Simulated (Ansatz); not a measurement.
Ideal-gas functions of `F[CH2][SnH2][Br]` at 500 K and 1 bar, from an Ansatz frequency run at PBE0-D4/def2-TZVP.

Molar mass 233.66 g/mol, point group C1 (symmetry number 1), electronic degeneracy 1, moments of inertia 146.918, 442.584, 558.83 u Å². Harmonic wavenumbers (cm⁻¹, unscaled): 22, 106, 197, 256, 373, 494, 572, 585, 690, 754, 1072, 1251, 1278, 1466, 1948, 1970, 3057, 3126.

Use S(trans) = R[1.5 ln M + 2.5 ln T − 1.1517]; rotational temperatures θ = 24.2544 K / I; S(rot) = R[ln(√π/σ · √(T³/θAθBθC)) + 1.5]; for each mode x = 1.438777 ν̃/T, S = R[x/(eˣ − 1) − ln(1 − e⁻ˣ)] and H = RT x/(eˣ − 1); 1 cm⁻¹ = 0.0119627 kJ/mol; R = 8.31446 J/(mol·K).

By hand: the entropy, in J/(mol·K).

Translation 187.6. Rotation: θ = 0.1651, 0.0548, 0.0434 K, giving 127.3. Vibration, mode by mode: 31.26, 18.22, 13.14, 11.04, 8.11, 6.06, 5.05, 4.90, 3.86, 3.33, 1.62, 1.07, 1.01, 0.65, 0.20, 0.19, 0.01, 0.01, in all 109.7. Electronic 0.0. Sum 424.6 J/(mol·K).

By hand: H − E and G − E in kJ/mol, counted from the electronic energy.

Zero-point energy ½ × 19217 × 0.0119627 = 114.9; thermal vibration 25.3; translation, rotation and pV give 4 RT = 16.6. H − E = 156.8 kJ/mol, and G − E = 156.8 − 500 × 424.6/1000 = -55.5 kJ/mol.

Vibration gives 26 % of the entropy, 49.5 J/(mol·K) of it from the modes under 150 cm⁻¹: soft modes count most, and the harmonic formula is weakest for them. The sum counts one conformer and one mirror image; others add a mixing term.
